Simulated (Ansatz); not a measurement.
One change: `[NH2][Al]([OH])[F]` becomes `[NH2][Al]([F])[TeH]`.

Ansatz, PBE0-D4/def2-TZVP geometries, multiplicity 1. Each molecule was computed in one conformer, which needn't be the lowest.

Elements past krypton have def2 core potentials.

```
                                          property  `[NH2][Al]([OH])[F]`
  size of the dipole moment (B3LYP/def2-TZVPP) / D                  3.34
    size of the dipole moment (PBE/def2-TZVPP) / D                  3.26
size of the dipole moment (ωB97M-V/def2-TZVPP) / D                  3.32
           HOMO–LUMO gap (ωB97M-V/def2-TZVPP) / eV                 11.23
                HOMO energy (PBE0/def2-TZVPP) / eV                 -7.71
             LUMO energy (ωB97M-V/def2-TZVPP) / eV                  1.11
```

**Question.** Give the same properties after the change, and the shifts. (An estimate is asked.)

**Answer.** The calculation gave: 
```csv
property,`[NH2][Al]([F])[TeH]`,shift
size of the dipole moment (B3LYP/def2-TZVPP) / D,2.01,-1.33
size of the dipole moment (PBE/def2-TZVPP) / D,1.97,-1.29
size of the dipole moment (ωB97M-V/def2-TZVPP) / D,1.98,-1.34
HOMO–LUMO gap (ωB97M-V/def2-TZVPP) / eV,9.76,-1.47
HOMO energy (PBE0/def2-TZVPP) / eV,-6.77,0.94
LUMO energy (ωB97M-V/def2-TZVPP) / eV,0.95,-0.16
```

With PBE0 the HOMO rises by 0.94 eV and the LUMO falls by 0.32 eV, so the gap narrows by about 1.26 eV. PBE moves the HOMO by 0.52 eV and ωB97M-V by 1.31 eV. Dipoles are sizes alone; their direction can turn.

B3LYP here is the variant with VWN-RPA as its local correlation; programs differ in this.

Spin–orbit coupling is left out; it splits and shifts lone-pair levels of the heavy atoms by tenths of an eV.
